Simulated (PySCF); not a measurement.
The multiplicity is imposed and other spin states were not computed.

Cartesian coordinates (Å):
```xyz
3

Zn     0.0000     0.0000     0.0000
Cl     2.0141     0.2813     0.4786
Cl    -2.0141    -0.2813    -0.4786
```
Charge 0, multiplicity 1.

**Question.** Predict the HOMO, charge on the central atom (meta-Löwdin), LUMO, charge on the central atom (Mulliken) and dipole moment from PySCF with TPSSh-D3(BJ)/def2-TZVP // r2SCAN-D4/def2-SVP.

**Answer.** 
The HOMO is -8.39 eV. The charge on the central atom (meta-Löwdin) is 1.24 e and the LUMO is -2.06 eV. The charge on the central atom (Mulliken) is 0.62 e and the dipole moment comes out as 0.00 D.
